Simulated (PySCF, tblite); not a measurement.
Compound: bis(dimethylamino)dimethylsilane, C6H18N2Si.
Structure used (GFN2-xTB), in Å, numbered top down from 1:
```
atom  x, y, z in Å
C1    -1.560    1.706    0.446
N2    -1.270    0.580   -0.408
C3    -2.403    0.216   -1.219
Si4   -0.042   -0.561    0.030
C5     0.189   -1.774   -1.428
C6    -0.435   -1.571    1.603
N7     1.342    0.428    0.357
C8     1.786    1.407   -0.606
C9     2.416   -0.013    1.208
H10   -2.395    1.496    1.126
H11   -1.831    2.574   -0.163
H12   -0.680    1.948    1.035
H13   -2.723    1.076   -1.814
H14   -3.257   -0.108   -0.608
H15   -2.133   -0.592   -1.890
H16    0.267   -1.248   -2.375
H17    1.103   -2.344   -1.296
H18   -0.625   -2.487   -1.510
H19   -0.428   -0.945    2.490
H20    0.267   -2.383    1.763
H21   -1.424   -2.013    1.524
H22    2.575    1.008   -1.255
H23    2.187    2.284   -0.087
H24    0.947    1.714   -1.222
H25    2.036   -0.700    1.957
H26    3.208   -0.518    0.639
H27    2.864    0.848    1.715
```

Theory: PBE0/pcSseg-1 in PySCF (dipole) on a GFN2-xTB geometry, gas phase.

Take the most abundant isotopes and a rigid rotor. The values belong to one conformer with, in the numbering `[CH3:1][N:2]([CH3:3])[Si:4]([CH3:5])([CH3:6])[N:7]([CH3:8])[CH3:9]`, C1–N2–Si4–C5 -173°, N2–Si4–N7–C8 -52°.

(1) Give the principal moments of inertia and the rotational constants in cm⁻¹.

(2) What kind of rotor is it?

(3) Is it planar, by Δ = Ic − Ia − Ib?

## Answers

(1) Ia = 315.75, Ib = 472.08, Ic = 539.60 u·Å²; 505379 MHz·u·Å²/I gives 1601, 1071 and 936.6 MHz, that is A = 0.05339, B = 0.03571, C = 0.03124 cm⁻¹.

(2) An asymmetric top. Ray's parameter κ = (2B − A − C)/(A − C) = -0.596; −1 is the prolate and +1 the oblate limit.

(3) Not planar: Δ = Ic − Ia − Ib = -248.23 u·Å². For a rigid frame Δ = −2 Σ m c², so Σ m c² = 124.11 u·Å² lies off the ab plane: 38.12 from hydrogen and 86.00 from heavier atoms. The atom farthest from that plane is 2.44 Å away.

The dipole components are |μa| = 0.00 D, |μb| = 0.10 D, |μc| = 0.00 D.

Estimate the classical rotational partition function at 25 K, 100 K and 200 K.

Point group C2, symmetry number σ = 2; q = (√π/σ)·√((kT/h)³/(ABC)), k/h = 20836.6 MHz/K: 8320 at 25 K, 66500 at 100 K, 188000 at 200 K.

Its GFN2-xTB frequencies are all real (lowest 38 cm⁻¹). Constants of a rigid frame at the computed geometry: no zero-point averaging, no centrifugal distortion. A rigid rotor knows nothing of internal rotation, which can split or shift real lines. Quadrupole hyperfine structure (14N) is left out.

Time: 1.9 min of wall time; peak memory 1.2 GiB. Hardware: an Arm Neoverse N1 with one thread, no GPU, shared host with 64 logical CPUs at a one-minute load of 61. This is the PBE0/pcSseg-1 job that gave the dipole, with the shieldings it also computed.
